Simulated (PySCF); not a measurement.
CH3NO2Si, SMILES C(#N)O[SiH2]O. Atoms are numbered in the order given.

```xyz
8

N      1.6321     1.8448     0.6750
C      1.2984     0.7949     0.2845
O      0.9412    -0.3631    -0.1351
Si    -0.6821    -0.7098    -0.6142
O     -1.7082    -0.4161     0.6326
H     -0.6548    -2.1574    -0.8775
H     -0.9396     0.1518    -1.7955
H     -1.9357     0.4937     0.8606
```

The structure is a stationary point at r2SCAN-D4/def2-SVP. The structure was generated by enumeration, and PubChem lists no compound with its InChIKey, so it may never have been made. The values are those of a single conformer.

Computed with TDA-PBE/def2-SVPD in PySCF 2.14.0.

Vertical excitations. 

Computed lowest excited states:
```
state  energy (eV)  λ (nm)      f                                              main pairs
-----  -----------  ------  -----  ------------------------------------------------------
S1            6.03     205  0.014                                          HOMO→LUMO 99 %
S2            6.30     197  0.007                      HOMO→LUMO+1 57 %, HOMO−1→LUMO 42 %
S3            6.32     196  0.005                      HOMO−1→LUMO 56 %, HOMO→LUMO+1 42 %
S4            6.60     188  0.002                                      HOMO−1→LUMO+1 97 %
S5            7.17     173  0.005                                        HOMO−2→LUMO 99 %
S6            7.21     172  0.003                                        HOMO→LUMO+2 97 %
S7            7.43     167  0.005                                      HOMO−2→LUMO+1 96 %
S8            7.47     166  0.007                                        HOMO−3→LUMO 95 %
S9            7.50     165  0.005                    HOMO→LUMO+3 64 %, HOMO−1→LUMO+2 30 %
S10           7.65     162  0.022  HOMO−1→LUMO+2 48 %, HOMO→LUMO+3 17 %, HOMO→LUMO+4 17 %
T1            5.86     212      0                                          HOMO→LUMO 97 %
T2            6.09     204      0                                        HOMO→LUMO+1 94 %
T3            6.16     201      0                                        HOMO−1→LUMO 93 %
T4            6.37     195      0                                      HOMO−1→LUMO+1 86 %
```
Triplets are in the Tamm–Dancoff approximation.
